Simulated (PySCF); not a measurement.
Two species compared at the same levels of theory.

First species: C₄H₄NP.
SMILES with atom numbers: `[cH:1]1[cH:2][n:3][cH:4][p:5][cH:6]1` (hydrogens: H7 on C1; H8 on C2; H9 on C4; H10 on C6)

Second species: C₆H₄FN₃.
Numbering: `[F:1][c:2]1[cH:3][cH:4][c:5]2[cH:6][n:7][n:8][n:9]2[cH:10]1` (hydrogens: H11 on C3; H12 on C4; H13 on C6; H14 on C10)

Geometry (GFN2-xTB, Å), atoms numbered from 1 in this order:
```xyz
14
C6H4FN3 angstrom
F      3.1054   -0.6269   -0.1463
C      1.8023   -0.3087   -0.0834
C      1.4464    1.0571   -0.0091
C      0.1266    1.3944    0.0559
C     -0.8396    0.3763    0.0472
C     -2.2295    0.2602    0.0943
N     -2.5443   -1.0320    0.0480
N     -1.4794   -1.7542   -0.0247
N     -0.4287   -0.9481   -0.0281
C      0.8756   -1.3052   -0.0930
H      2.2286    1.7981   -0.0056
H     -0.1960    2.4210    0.1141
H     -2.9764    1.0229    0.1573
H      1.1083   -2.3554   -0.1488
```

Levels: wB97X-D/def2-SVPD for dipole moment, HOMO energy, LUMO energy, HOMO–LUMO gap, static isotropic polarisability and electronic spatial extent ⟨r²⟩ about the centre of nuclear charge; TDDFT wB97X-D/def2-SVPD for lowest singlet excitation; TDA wB97X-D/def2-SVPD for lowest triplet excitation (Tamm–Dancoff); GFN2-xTB for rotational constant A and rotational constant C. Geometries: GFN2-xTB. All species are isolated and taken at one optimised geometry, non-relativistic unless stated. Electronic properties by PySCF.

| property | column X | column Y |
| --- | --- | --- |
| dipole moment | 1.93 D | 4.17 D |
| HOMO energy | -9.00 eV | -8.53 eV |
| LUMO energy | -0.20 eV | -0.08 eV |
| HOMO–LUMO gap | 8.80 eV | 8.45 eV |
| lowest singlet excitation | 3.90 eV | 4.42 eV |
| lowest triplet excitation (Tamm–Dancoff) | 3.30 eV | 3.11 eV |
| static isotropic polarisability | 74.6 au | 88.1 au |
| electronic spatial extent ⟨r²⟩ about the centre of nuclear charge | 554 bohr² | 1251 bohr² |
| rotational constant A | 5.355 GHz | 3.665 GHz |
| rotational constant C | 2.161 GHz | 0.836 GHz |

(1) Which column belongs to which species?

(2) How does each property change from the first species to the second?

Results:

(1) Column X is the first species and column Y the second. The first has 10 atoms and 50 electrons, the second 14 and 70.

(2) dipole moment +2.24 D; HOMO energy +0.47 eV; LUMO energy +0.12 eV; HOMO–LUMO gap -0.35 eV; lowest singlet excitation +0.52 eV; lowest triplet excitation (Tamm–Dancoff) -0.19 eV; static isotropic polarisability +13.5 au; electronic spatial extent ⟨r²⟩ about the centre of nuclear charge +697 bohr²; rotational constant A -1.690 GHz; rotational constant C -1.325 GHz.

On the first: The principal polarisabilities are 47.5, 81.7 and 94.7 au; their mean is the isotropic value. The polarisability is 11.06 Å³ as a volume (1 au = 0.148185 Å³), or 1.49 au for each of the 50 electrons.

On the second: S1 lies 4.03 eV below the HOMO–LUMO gap; its leading configuration is HOMO→LUMO, weight 0.96. The polarisability is 13.06 Å³ as a volume (1 au = 0.148185 Å³), or 1.26 au for each of the 70 electrons.
